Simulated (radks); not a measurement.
K, 19 electrons, occupied as [Ar] 4s0.75 5s0.25 (fractional occupations, a model configuration). All-electron calculation, scalar-relativistic Kohn-Sham, BP86, spin-polarised, spherical densities, point nucleus; open shells are filled with parallel spins first. Program: a radial shooting solver on a logarithmic mesh with Libxc functionals.

Unscreened Slater integrals over Kohn-Sham orbitals (hartree). They are taken over the spin-up orbitals.

F0(5s,5s): 0.063719
F0(5s,4s): 0.080242
G0(5s,4s): 0.0038325
F0(5s,3p): 0.085203
G1(5s,3p): 0.0013864
F0(5s,3s): 0.085419
G0(5s,3s): 0.00089390
F0(4s,4s): 0.19132
F0(4s,3p): 0.24728
G1(4s,3p): 0.014264
F0(4s,3s): 0.24935
G0(4s,3s): 0.0089397
F0(3p,3p): 0.63123
F2(3p,3p): 0.31406
F0(3p,3s): 0.66790
G1(3p,3s): 0.44015
F0(3s,3s): 0.71111
